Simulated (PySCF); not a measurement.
Ranking problems on computed properties.

Species are written as SMILES; each is one conformer at its optimised geometry, gas phase, non-relativistic unless stated; the electronic structure was computed with PySCF and density fitting.

Dipoles, sizes and rotational constants follow the conformer. The torsions of the flexible species, by atom-mapped SMILES:
- `[H]/[N:7]=[CH:6]/[CH2:5][CH2:4][N:2]([CH3:1])[CH3:3]`: C1–N2–C4–C5 68°, N2–C4–C5–C6 163°, C4–C5–C6–N7 125°
- `[CH2:1]=[CH:2][CH2:3][CH2:4][C@@H:5]([CH3:6])[F:7]`: C1–C2–C3–C4 120°, C2–C3–C4–C5 180°, C3–C4–C5–C6 177°
- `[CH3:1][CH2:2][NH:3][CH2:4]/[CH:5]=[N:6]/[CH3:7]`: C1–C2–N3–C4 179°, C2–N3–C4–C5 177°, N3–C4–C5–N6 139°
- `[CH3:1]/[N:2]=[CH:3]\[C@@H:4]([CH3:5])[NH:6][CH3:7]`: N2–C3–C4–C5 88°, C3–C4–N6–C7 73°
- `[CH3:1][CH2:2][C:3]([CH3:4])[S:5][SiH2:6][NH2:7]`: C1–C2–C3–C4 83°, C2–C3–S5–Si6 48°, C3–S5–Si6–N7 52°, H–N7–Si6–S5 34°, H–N7–Si6–S5 175°
- `[CH3:1][CH2:2][NH:3][N:4]=[C:5]([CH3:6])[CH3:7]`: C1–C2–N3–N4 -81°, C2–N3–N4–C5 158°

The conformers of `C[C@@H]1CCC[C@@H]1F` aren't listed.

(1) Rank by electronic spatial extent ⟨r²⟩ about the centre of nuclear charge, lowest first (PBE0/def2-SVPD at GFN2-xTB geometries).
A. `[H]/N=C/CCN(C)C`
B. `C=CCC[C@@H](C)F`
C. `CCNC/C=N/C`
D. `C/N=C\[C@@H](C)NC`

(2) Rank by HOMO–LUMO gap, lowest first (PBE0/def2-SVPD at GFN2-xTB geometries).
A. `C(/CNCC)=N\C`
B. `[H]/N=C/CCN(C)C`
C. `C=CCC[C@@H](C)F`
D. `C[C@@H]1CCC[C@@H]1F`

(3) By how much do the two ends of that ranking differ?

(4) Rank by smallest rotational constant, lowest first (GFN2-xTB).
A. `CCNC/C=N/C`
B. `CC[C](C)S[SiH2]N` [radical]
C. `C(C)(=NNCC)C`
D. `C/N=C\[C@@H](C)NC`
E. `[H]/N=C/CCN(C)C`

(5) By how much do the two ends of that ranking differ?

(6) Rank by lowest singlet excitation, highest first (TDDFT PBE0/def2-SVPD at GFN2-xTB geometries).
A. `C/N=C\[C@@H](C)NC`
B. `C[C@@H]1CCC[C@@H]1F`
C. `CCNC/C=N/C`
D. `C=CCC[C@@H](C)F`
E. `[H]/N=C/CCN(C)C`

(7) Give the two extremes of that set as wavelengths.

(8) Rank by HOMO energy, highest first (PBE0/def2-SVPD at GFN2-xTB geometries).
A. `C(C=C)C[C@@H](C)F`
B. `[H]/N=C/CCN(C)C`
C. `C/N=C\[C@@H](C)NC`
D. `C[C@@H]1CCC[C@@H]1F`
E. `CCNC/C=N/C`

(9) By how much do the two ends of that ranking differ?

(10) Rank by lowest triplet excitation (Tamm–Dancoff), highest first (TDA PBE0/def2-SVPD at GFN2-xTB geometries).
A. `C[C@@H]1CCC[C@@H]1F`
B. `[H]/N=C/CCN(C)C`
C. `C/N=C\[C@@H](C)NC`
D. `CCNC/C=N/C`

Results:

(1) D (962 bohr²), A (1149 bohr²), B (1175 bohr²), C (1437 bohr²).

(2) B (6.22 eV), A (6.58 eV), C (7.84 eV), D (9.42 eV).

(3) By 3.20 eV, between `C[C@@H]1CCC[C@@H]1F` and `[H]/N=C/CCN(C)C`.

(4) A (0.822 GHz), B (0.992 GHz), E (1.042 GHz), C (1.219 GHz), D (1.368 GHz).

(5) By 0.546 GHz, between `C/N=C\[C@@H](C)NC` and `CCNC/C=N/C`.

(6) B (8.24 eV), D (7.26 eV), E (5.21 eV), C (5.06 eV), A (4.75 eV).

(7) `C/N=C\[C@@H](C)NC`: 261 nm; `C[C@@H]1CCC[C@@H]1F`: 150 nm.

(8) B (-6.33 eV), C (-6.50 eV), E (-6.62 eV), A (-7.48 eV), D (-8.75 eV).

(9) By 2.42 eV, between `[H]/N=C/CCN(C)C` and `C[C@@H]1CCC[C@@H]1F`.

(10) A (8.04 eV), B (4.38 eV), D (4.23 eV), C (4.00 eV).
